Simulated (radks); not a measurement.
Valence configurations of the silicon ion Si3+ (all share [Ne]). All-electron calculation, scalar-relativistic Kohn-Sham, r2SCAN, spin-polarised, spherical densities, finite nucleus; open shells are filled with parallel spins first; meta-GGA in the generalised Kohn-Sham scheme; Fermi nuclear charge, rms radius 3.1224 fm. Program: a radial shooting solver on a logarithmic mesh with Libxc functionals. Energies are relative to 3s1; eigenvalues in eV for spin up.

valence      E (eV)  moment (Bohr magnetons)    e(3p)    e(3s)
3s1           0.000                        1        -  -40.657
3p1           9.153                        1  -31.862        -
3s0.5 3p0.5   4.620                        1  -31.668  -40.844

NIST lists [Ne] 3s1 as the ground configuration; this level of theory agrees among the configurations tried. The energies are those of spherical high-spin densities, not of single terms.
